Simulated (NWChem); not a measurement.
System: C2H2ClI; SMILES C(/Cl)=C/I

```xyz
6

Cl     0.5917     2.4424     0.0000
C     -0.9772     1.7559     0.0000
C     -1.2574     0.4529     0.0000
I      0.1402    -1.0827     0.0000
H     -1.7853     2.4931     0.0000
H     -2.2973     0.1197     0.0000
```
Atoms are numbered in this order, from 1.

All runs: NWChem. Pople sets run with spherical d functions. Structure relaxed at the PBE0/def2-SVP (def2 core potentials past Kr) level. Total energies compare along this basis series because the functional is fixed.

| level | basis functions | energy (Ha) | highest occupied level (eV) | orbital gap (eV) | dipole (D) |
|---|---|---|---|---|---|
| TPSS/STO-3G, non-relativistic | 48 | -7384.1969 | -4.03 | 5.42 | 1.95 |
| TPSS/3-21G, non-relativistic | 66 | -7424.5823 | ___ | ___ | ___ |
| TPSS/6-311G**, non-relativistic | 136 | -7456.7705 | -6.12 | 4.39 | 1.63 |

Complete the blanks.


- TPSS/3-21G, non-relativistic, highest occupied level (eV): -5.95
- TPSS/3-21G, non-relativistic, orbital gap (eV): 4.57
- TPSS/3-21G, non-relativistic, dipole (D): 1.73
